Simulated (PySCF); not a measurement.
Al(Cl)(Br)(NH2) (AlBrClH2N), SMILES [NH2][Al]([Cl])[Br].

The structure is a stationary point at TPSSh-D3(BJ)/def2-SVP. Other conformers were not sampled.

The numbers are results of TDDFT-LC-ωPBE/def2-SVPD (PySCF), not measurements.

Vertical excitations. Isolated molecule, no solvent. State labels are in the subgroup Cs.

| state | symmetry | energy (eV) | λ (nm) | f | main pairs |
|---|---|---|---|---|---|
| S1 | A" | 6.54 | 190 | 0.021 | HOMO→LUMO 82 % |
| S2 | A' | 7.24 | 171 | 0.041 | HOMO−1→LUMO 72 % |
| S3 | A" | 7.39 | 168 | 0.055 | HOMO−2→LUMO 71 % |
| S4 | A' | 7.53 | 165 | 0.101 | HOMO→LUMO+1 89 % |
| S5 | A" | 7.64 | 162 | 0.000 | HOMO−1→LUMO+1 95 % |
| S6 | A" | 8.05 | 154 | 0.035 | HOMO→LUMO+2 44 %, HOMO→LUMO+3 21 %, HOMO−4→LUMO 12 %, HOMO→LUMO+4 7 % |
| S7 | A' | 8.10 | 153 | 0.133 | HOMO−3→LUMO 49 %, HOMO−2→LUMO+1 27 % |
| S8 | A' | 8.18 | 152 | 0.095 | HOMO−2→LUMO+1 60 %, HOMO−3→LUMO 20 % |
| S9 | A" | 8.38 | 148 | 0.007 | HOMO−3→LUMO+1 86 % |
| S10 | A" | 8.45 | 147 | 0.113 | HOMO−4→LUMO 54 %, HOMO−3→LUMO+1 8 %, HOMO−4→LUMO+3 8 % |
| T1 | A" | 6.06 | 204 | 0 | HOMO→LUMO 74 % |
| T2 | A' | 6.39 | 194 | 0 | HOMO→LUMO+1 89 % |
| T3 | A' | 6.86 | 181 | 0 | HOMO−1→LUMO 67 %, HOMO−1→LUMO+2 13 %, HOMO−1→LUMO+4 10 % |
| T4 | A" | 6.95 | 178 | 0 | HOMO−2→LUMO 62 %, HOMO−2→LUMO+2 10 % |
Triplets are in the Tamm–Dancoff approximation, which puts them higher than full response would, so one can lie above its singlet here.
